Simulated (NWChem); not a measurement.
# BeSiH$_{4}$; SMILES [BeH][SiH3]

```xyz
6

Be    -0.0002    -1.6635     0.0062
H     -0.0014    -3.0035     0.0095
Si    -0.0018     0.5297     0.0010
H      1.1720     1.0956    -0.7433
H      0.0530     1.0966     1.3895
H     -1.2347     1.0898    -0.6460
```
Atoms are numbered in this order, from 1.

Computed with NWChem. Pople sets run with spherical d functions. Geometry: optimised at PBE0/def2-SVP. Static field.

Q: Among these, which level gives the lowest value of “anisotropy (bohr³)”?
A. LDA (Slater exchange, VWN5)/6-31+G*
B. LC-BLYP (range parameter 0.33 per bohr)/6-31+G*
C. B3LYP/6-31+G*
D. PBE/6-31+G*

A: B, LC-BLYP (range parameter 0.33 per bohr)/6-31+G*. Values: LC-BLYP (range parameter 0.33 per bohr)/6-31+G* 11.1; B3LYP/6-31+G* 12.2; PBE/6-31+G* 13.7; LDA (Slater exchange, VWN5)/6-31+G* 14.4
